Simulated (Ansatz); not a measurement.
Reaction (substitution at a C–In bond): `C[CH2][In]([NH2])[NH2]` + `C[NH][Hf]([F])([F])[F]` → `CC[N](C)[Hf]([F])([F])[F]` + `[NH2][InH][NH2]`

Isolated molecules relaxed with PBE0-D4/def2-TZVP in Ansatz; ΔE leaves out vibrations. CCSD(T)/CBS adds triple-zeta CCSD(T) − MP2 to the extrapolated MP2 energy (def2 sets, frozen cores). Functionals use def2-TZVPP. Elements past krypton have def2 core potentials. For Hf, In outer-core shells are correlated without core-valence functions, which leaves a few kJ/mol of doubt a bond. Each species was taken in one conformer, which may not be the lowest.

| species | PBE-D4 energy (Eh) |
| --- | --- |
| `C[CH2][In]([NH2])[NH2]` | -381.11825 |
| `C[NH][Hf]([F])([F])[F]` | -442.91915 |
| `CC[N](C)[Hf]([F])([F])[F]` | -521.45989 |
| `[NH2][InH][NH2]` | -302.56789 |

**Question.** Work out ΔE.

**Answer.** ΔE = (-521.45989) + (-302.56789) − (-381.11825) − (-442.91915) = 0.00962 Eh = +25.3 kJ/mol. CCSD(T)/CBS gives +31.7 kJ/mol.

**Question.** What do rigid-rotor, harmonic-oscillator terms from PBE0-D4/def2-TZVP frequencies (298.15 K, 1 bar) make of the CCSD(T)/CBS value? (Estimate.)

**Answer.** Ansatz gave: ΔZPE = -5.1 kJ/mol, ΔH = +24.8 kJ/mol, ΔS = -30 J/(mol·K), ΔG = +33.8 kJ/mol. Modes under 50 cm⁻¹ make the entropy rough.

Largest T1 diagnostic among the species: 0.015.

From BLYP to BHLYP (50 % exact exchange), in def2-TZVPP and without D4, ΔE moves by −8.3 kJ/mol. At CCSD(T), def2-SVP lies −23.8 kJ/mol from the extrapolated value and def2-TZVPP −6.9 kJ/mol. Leaving LDA and LC-ωPBE aside and taking each functional with its dispersion term where it has one, the values, not all of them listed here, spread over 15.9 kJ/mol, from B97M-V to B2PLYP. LDA lies −19.1 kJ/mol from PBE without D4.
